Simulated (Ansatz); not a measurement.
Reaction (atomization): `F[SiH](S)[GaH2]` → F• + Ga• + 4 H• + S• + Si•

Isolated molecules relaxed with PBE0-D4/def2-TZVP in Ansatz; ΔE leaves out vibrations. CCSD(T)/CBS is the MP2 limit (def2-TZVPP, def2-QZVPP) plus CCSD(T) − MP2 in def2-TZVPP, frozen cores. This one scheme is used for every species, atoms too. For atomizations the MP2-based limit and the directly extrapolated one differ by several kJ/mol either way, and by 10 to 25 for some Ge, Se and Sn compounds, so smaller differences from it don't rank the levels. DFT in def2-TZVPP. HSE06 is defined as in plane-wave codes. Open shells (•) are unrestricted, without spin–orbit coupling. Spin–orbit coupling would lower the free atoms: a little for F, S, Si; clearly for Ga. Bonds to Ga are less sure, by a few kJ/mol each and by 10 to 20 or more in all where they break to atoms, as the def2 sets lack core-valence functions. Scalar relativity is left out up to krypton. Each species was taken in one conformer, which may not be the lowest.

| level | ΔE (kJ/mol) | difference from CCSD(T)/CBS |
| --- | --- | --- |
| revPBE-D4 | 2264.5 | -66.1 |
| PBE0-D4 | 2289.2 | -41.4 |
| r2SCANh-D4 | 2315.0 | -15.6 |
| HSE06-D4 | 2290.0 | -40.6 |
| CAM-B3LYP-D4 | 2310.8 | -19.8 |
| ωB97X-V | 2341.2 | 10.6 |
| BHLYP | 2219.1 | -111.5 |
| HF/def2-TZVPP | 1689.2 | -641.4 |
| HF/def2-QZVPP | 1695.0 | -635.6 |
| CCSD/CBS(def2) | 2297.7 | -32.9 |
| CCSD(T)/CBS | 2330.6 | 0 |

Largest T1 diagnostic among the species: 0.013.

From r2SCAN to r2SCAN0 (25 % exact exchange), in def2-TZVPP and without D4, ΔE moves by −38.9 kJ/mol: exact exchange takes away binding that semilocal exchange gives to molecules. In def2-TZVPP, CCSD(T) changes the Hartree–Fock value by +577.0 kJ/mol (the triples alone add +32.9 kJ/mol) and MP2 by +601.6 kJ/mol; breaking electron pairs costs correlation energy, which Hartree–Fock lacks.
